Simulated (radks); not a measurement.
Q: These are the eigenvalues of the occupied orbitals of an atom or ion with whole-number occupations (eV). Calculated with a radial shooting solver on a logarithmic mesh with Libxc functionals: Dirac Kohn-Sham, PBE, spin-unpolarised, spherical densities, point nucleus.

| orbital | eigenvalue |
|---|---|
| 1s1/2 | -59226.03 |
| 2s1/2 | -9991.813 |
| 2p1/2 | -9523.093 |
| 2p3/2 | -8542.827 |
| 3s1/2 | -2250.640 |
| 3p1/2 | -2044.609 |
| 3p3/2 | -1837.611 |
| 3d3/2 | -1486.555 |
| 3d5/2 | -1441.322 |
| 4s1/2 | -448.6690 |
| 4p1/2 | -365.8467 |
| 4p3/2 | -319.1364 |
| 4d3/2 | -183.0012 |
| 4d5/2 | -174.5056 |
| 5s1/2 | -59.9976 |
| 5p1/2 | -37.6988 |
| 5p3/2 | -31.9829 |
| 4f5/2 | -10.4094 |
| 4f7/2 | -9.2125 |
| 6s1/2 | -9.1659 |

Which element is it, and in what charge state? The configuration may be excited. Open shells, if any, are shared by 2j + 1.

A: Z = 69, thulium, charge +1: Tm+ in [Xe] 4f13 6s1. The list shows which subshells hold electrons but not how many an open one holds; the 1s level, -2176.5 hartree, gives Z - s = 66.0 by -(Z - s)^2/2, which with screening and relativity narrows Z to a few neighbours, and the depths of the outer levels then fix element, charge and occupations together.
